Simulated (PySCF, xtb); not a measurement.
C2H6N, SMILES C=[NH+]C, charge +1.

Harmonic wavenumbers (cm⁻¹) from GFN2-xTB (xtb 6.7.1) at its own minimum, in rising order: 189, 461, 581, 937, 977, 1016, 1025, 1073, 1189, 1316, 1353, 1378, 1400, 1427, 1714, 2995, 3016, 3043, 3060, 3082, 3243.

**Question.** What does PySCF with B3LYP-D3(BJ)/def2-TZVP give at its own minimum? (An estimate is asked for; the answer gives what the named calculation found.)

**Answer.** 188, 467, 578, 908, 1055, 1075, 1138, 1154, 1267, 1439, 1465, 1469, 1482, 1528, 1754, 3064, 3141, 3145, 3175, 3261, 3480. Paired by order, the mean absolute difference is 87 cm⁻¹ and the zero-point energies are 49.3 and 51.8 kcal/mol.
